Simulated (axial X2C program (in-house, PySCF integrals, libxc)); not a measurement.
Testing model relations on CdB

A bond curve at the PBE0 level, two-component, was computed with an in-house all-electron X2C program for linear molecules (integrals from PySCF) (basis Cd dyall-v3z [12s12p8d3f2g], B dyall-v3z [7s6p2d1f] (cores contracted in-house)) for the state Ω = 1/2 (⟨Sz⟩ = -0.50, ⟨Lz⟩ = 1.00 at PBE0). Its fit gives Re = 2.3979 Å, ωe = 282.2 cm⁻¹, ωexe = 4.67 cm⁻¹ and αe = 5.281e-03 cm⁻¹; the masses are 113.9034 and 11.0093 u. Two-component means X2C with spin–orbit coupling and atomic mean-field Coulomb and Gaunt terms.

Problem. Find the reduced mass, Be and the force constant.

Solution. From the PBE0 values: μ = 10.0390 u. Be = 16.8576/(μ Re²) = 0.292 cm⁻¹. k = 5.8918×10⁻⁷ μ ωe² = 0.471 mdyn/Å.

Problem. A Morse curve ties αe to the other constants (Pekeris). How well does that hold?

Solution. αe(Morse) = 6Be²/ωe × (√(ωexe/Be) − 1) = 5.438e-03 cm⁻¹; the PBE0 curve gives 5.281e-03 cm⁻¹, a ratio of 1.03.

Problem. The dipole moment p changes by 0.45 D/Å at Re. What harmonic infrared intensity follows?

Solution. I = 42.256 × (dp/dR)²/μ = 0.85 km/mol.

Problem. Estimate De from a Morse curve and compare with the computed well depth of 0.400 eV to Cd + B.

Solution. De(Morse) = ωe²/(4ωexe) = 0.529 eV against 0.400 eV computed, a ratio of 1.32. The extrapolation overshoots: the well softens faster than a Morse curve, or the lowest atomic limit lies below the one to which the curve heads.

Problem. Where do the fundamental and the first overtone lie?

Solution. ν(1←0) = ωe − 2ωexe = 272.9 cm⁻¹; ν(2←0) = 2ωe − 6ωexe = 536.4 cm⁻¹.

One determinant describes the state; a PBE0 search over occupations chose it and may have missed a lower one. Dissociation energies refer to the lowest single-determinant-based atoms at the same level and basis. Density functionals use the spin component along the axis (collinear). The 2c atoms are single determinants rather than J levels; their spin–orbit lowering is only partly caught, and De is too large by that part. This holds for PBE0. Other states lie close and PBE0, whose exact exchange favours high spin, may order them wrongly; the determinant shown need not be the ground state. The nearest other 2c determinant of the search, Ω = 3/2, lies 0.02 eV up at the distance of the search. The functionals have no current-density term, which raises determinants with orbital currents, atoms included. The atomic limit has a lower orbital projection than the molecule and lies lower at mean-field level, so De may be about a tenth of an eV too small.
